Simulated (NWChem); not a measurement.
C$_{2}$H$_{5}$N$_{3}$Si; SMILES N[SiH2]/C=N\C#N

```xyz
11

N     -0.9226    -2.2882    -0.5333
C      0.0480    -1.7119    -0.2279
N      1.2316    -1.1819     0.1212
C      1.3873     0.0992     0.1957
Si     0.0750     1.4744    -0.1246
N     -1.5489     1.0491     0.2538
H      2.4058     0.3951     0.4766
H      0.2139     1.8054    -1.5660
H      0.4828     2.6177     0.7292
H     -1.9891     0.2675    -0.2203
H     -1.8610     1.1034     1.2163
```
Atoms are numbered in this order, from 1.

All runs: NWChem. Pople sets run with spherical d functions. Geometry: optimised at B3LYP/6-31G* (spherical d). Level: B3LYP/6-31G* with SMD (1 M gas to 1 M solution), gas-phase geometry. Reactions with the solvent are ignored.

For solvent toluene:

solvation free energy (kcal/mol): -5.3
cavity-dispersion-structure term (kcal/mol): -0.4
dipole in solution (D): 4.23

Problem. How do the values read with solvent water instead?

Solution. The solvation free energy (kcal/mol) comes out as -2.8 and the cavity-dispersion-structure term (kcal/mol) is 6.3. The dipole in solution (D) is 4.86.
